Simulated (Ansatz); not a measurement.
Reaction (redistribution): `[SiH3][O][Al]([SH])[Cl]` + `O[SiH]([SiH3])[GaH2]` → `[SiH3][O][Al]([Cl])[GaH2]` + `O[SiH]([SiH3])S`

Calculated with Ansatz (gas phase, PBE0-D4/def2-TZVP geometries, no zero-point term in ΔE). CBS: MP2 limit from def2 TZ/QZ plus the TZ coupled-cluster correction, frozen cores. DFT in def2-TZVPP. HSE06 is defined as in plane-wave codes. For Ga outer-core shells are correlated without core-valence functions, which leaves a few kJ/mol of doubt a bond. Scalar relativity is left out up to krypton. Each species was taken in one conformer, which may not be the lowest.

| level | ΔE (kJ/mol) | difference from CCSD(T)/CBS |
| --- | --- | --- |
| LDA (SPW92) | 20.5 | -3.2 |
| PBE-D4 | 21.3 | -2.4 |
| revPBE-D4 | 21.5 | -2.2 |
| BLYP-D4 | 21.9 | -1.8 |
| r2SCAN-D4 | 28.1 | 4.4 |
| B97M-V | 28.7 | 5.0 |
| PBE0-D4 | 22.7 | -1.0 |
| r2SCANh-D4 | 27.7 | 4.0 |
| r2SCAN0-D4 | 27.1 | 3.4 |
| HSE06-D4 | 22.8 | -0.9 |
| BHLYP-D4 | 23.8 | 0.1 |
| CAM-B3LYP-D4 | 22.8 | -0.9 |
| ωB97X-V | 22.4 | -1.3 |
| ωB97M-V | 22.0 | -1.7 |
| B2PLYP | 23.1 | -0.6 |
| PBE-QIDH | 23.8 | 0.1 |
| PBE | 20.7 | -3.0 |
| revPBE | 21.4 | -2.3 |
| BLYP | 21.0 | -2.7 |
| r2SCANh | 27.5 | 3.8 |
| r2SCAN0 | 26.8 | 3.1 |
| HSE06 | 22.2 | -1.5 |
| BHLYP | 22.5 | -1.2 |
| CAM-B3LYP | 22.2 | -1.5 |
| LC-ωPBE | 24.5 | 0.8 |
| RPA@PBE/def2-TZVPP | 23.5 | -0.2 |
| HF/def2-SVP | 29.9 | 6.2 |
| MP2/def2-SVP | 32.7 | 9.0 |
| CCSD/def2-SVP | 31.4 | 7.7 |
| CCSD(T)/def2-SVP | 31.1 | 7.4 |
| MP2/def2-TZVPP | 25.2 | 1.5 |
| SCS-MP2/def2-TZVPP | 23.7 | 0.0 |
| CCSD/def2-TZVPP | 24.7 | 1.0 |
| CCSD(T)/def2-TZVPP | 24.7 | 1.0 |
| HF/def2-QZVPP | 21.8 | -1.9 |
| MP2/def2-QZVPP | 24.4 | 0.7 |
| SCS-MP2/def2-QZVPP | 23.2 | -0.5 |
| HF/CBS(def2) | 21.7 | -2.0 |
| MP2/CBS(def2) | 24.2 | 0.5 |
| CCSD/CBS(def2) | 23.8 | 0.1 |
| CCSD(T)/CBS | 23.7 | 0 |

Largest T1 diagnostic among the species: 0.014.

Leaving LDA and LC-ωPBE aside and taking each functional with its dispersion term where it has one, the values spread over 7.4 kJ/mol, from PBE-D4 to B97M-V. At CCSD(T), def2-SVP lies +7.4 kJ/mol from the extrapolated value and def2-TZVPP +1.0 kJ/mol.
